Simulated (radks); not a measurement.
Cu+, configuration [Ar] 3d9 4p1 (not the ground configuration). Method: scalar-relativistic Kohn-Sham, LDA (Slater exchange, Perdew-Wang correlation), spin-polarised, spherical densities, point nucleus; open shells are filled with parallel spins first; computed with a radial shooting solver on a logarithmic mesh with Libxc functionals.

Unscreened Slater integrals over Kohn-Sham orbitals (eV). They are taken over the spin-up orbitals.

\begin{tabular}{lr}
integral & value \\ \hline
F0(4p,4p) & 8.0452 \\
F2(4p,4p) & 4.2011 \\
F0(4p,3d) & 10.432 \\
F2(4p,3d) & 2.1026 \\
G1(4p,3d) & 0.94500 \\
G3(4p,3d) & 0.75329 \\
F0(4p,3p) & 10.592 \\
F2(4p,3p) & 1.6236 \\
G0(4p,3p) & 0.38729 \\
G2(4p,3p) & 0.43478 \\
F0(4p,3s) & 10.618 \\
G1(4p,3s) & 0.43625 \\
F0(3d,3d) & 27.356 \\
F2(3d,3d) & 12.379 \\
F4(3d,3d) & 7.6495 \\
F0(3d,3p) & 29.849 \\
F2(3d,3p) & 13.876 \\
G1(3d,3p) & 17.149 \\
G3(3d,3p) & 10.349 \\
F0(3d,3s) & 30.441 \\
G2(3d,3s) & 12.950 \\
F0(3p,3p) & 33.036 \\
F2(3p,3p) & 16.443 \\
F0(3p,3s) & 33.736 \\
G1(3p,3s) & 22.278 \\
F0(3s,3s) & 34.500 \\
\end{tabular}

Derived for the open shells (J is the average intra-shell exchange parameter used in DFT+U). 3d: Racah B = F2/49 - 5 F4/441 = 0.1659 eV, C = 35 F4/441 = 0.6071 eV, C/B = 3.66, F4/F2 = 0.618, J = (F2 + F4)/14 = 1.431 eV. 4p: J = F2/5 = 0.8402 eV.
